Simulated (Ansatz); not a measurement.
Coupled-cluster diagnostics for SiH2Me(OMe) (C₂H₈OSi), Ansatz.

Geometry of the singlet (PBE0-D4/def2-SVP):

Cartesian coordinates in Å:
```
C 0.809 -1.720 -0.907
C -1.268 1.332 1.097
O -0.787 0.153 0.520
Si 0.620 0.053 -0.370
H 0.542 0.973 -1.553
H 1.784 0.493 0.468
H 1.727 -1.849 -1.502
H -0.049 -2.031 -1.522
H 0.866 -2.385 -0.033
H -0.556 1.760 1.828
H -2.205 1.111 1.631
H -1.485 2.110 0.341
```

Correlated methods freeze 8 core orbitals.

**Question.** Estimate the CCSD(T) correlation energy, the shares of MP2 and (T), T1 and the reference's ⟨S²⟩ for: charge 0, singlet, own geometry in def2-TZVP; and the rough time on 2 threads of Intel Xeon Platinum 8375C on a shared host.

**Answer.** 
```tsv
state	basis	correlation (eV)	MP2 share (%)	(T) share (%)	T1	⟨S²⟩ (pure)	wall time
charge 0, singlet, own geometry	def2-TZVP	-21.011	90.2	3.4	0.011	0.00 (0.00)	30 s
```
Customary marks for T1 are 0.02 (closed shells), 0.045 (open shells) and about 0.05 (3d metals). T1 stays under 0.02 throughout.
